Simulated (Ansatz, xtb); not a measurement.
# Relative energy of two structures of HNaZn

Structure a: a singlet given by its coordinates. Structure b: the triplet with the links of `[Na][ZnH]`. Both are isolated molecules in the gas phase, relaxed with B3LYP/6-31G*.

a (Å):

| atom | x (Å) | y (Å) | z (Å) |
| --- | --- | --- | --- |
| Na | 0.0000 | 0.0000 | -0.2895 |
| Zn | 0.0000 | 0.0000 | 2.4804 |
| H | 0.0000 | 0.0000 | -2.1909 |

Close contacts (Å): Na1–Zn2 2.77, Na1–H3 1.90.

b (Å):

```xyz
3

Na   -0.0890    1.5213   -0.6169
Zn    0.7399   -0.0636    1.5408
H    -0.8296    0.2455    1.2964
```

Problem. Estimate E(b) − E(a) at the level CCSD(T)/def2-TZVPP.

Solution. Calculated at CCSD(T)/def2-TZVPP: E(b) − E(a) = +17.6 kcal/mol, so structure a lies lower.

How the difference moves with the method:

```json
{"level": "B3LYP/6-31G*", "geometry": "B3LYP/6-31G*", "E(b) − E(a) (kcal/mol)": "+17.0", "departure from the last row (kcal/mol)": "−0.7", "job, with rough time for the two": "optimisation, 75 s"}
{"level": "HF/def2-TZVPP", "geometry": "B3LYP/6-31G*", "E(b) − E(a) (kcal/mol)": "+2.0", "departure from the last row (kcal/mol)": "−15.6", "job, with rough time for the two": "part of the CCSD(T) run"}
{"level": "MP2/def2-TZVPP", "geometry": "B3LYP/6-31G*", "E(b) − E(a) (kcal/mol)": "+14.7", "departure from the last row (kcal/mol)": "−2.9", "job, with rough time for the two": "part of the CCSD(T) run"}
{"level": "CCSD(T)/def2-TZVPP", "geometry": "B3LYP/6-31G*", "E(b) − E(a) (kcal/mol)": "+17.6", "departure from the last row (kcal/mol)": "", "job, with rough time for the two": "single point, 37 s"}
```

The levels shown agree on the order. The largest departure from CCSD(T)/def2-TZVPP is that of HF/def2-TZVPP, 15.6 kcal/mol. At CCSD(T)/def2-TZVPP a singlet with the links of b lies below this triplet. Levels run at GFN2-xTB geometries aren't shown.

With harmonic frequencies from B3LYP/6-31G* (ideal gas, rigid rotor, one conformer each, 298.15 K, 1 atm): the zero-point term adds +0.9 kcal/mol; ΔH is +18.0 and ΔG +17.8 kcal/mol.

Open shells are spin-unrestricted. The correlated steps freeze 6 core orbitals; the last core shell of Na and Zn is correlated, in a basis made for valence electrons. ΔG holds the spin degeneracy. Codes used: Ansatz 0.2.0; the last row on 1 thread of Intel(R) Xeon(R) 6975P-C (Granite Rapids) on a shared host.
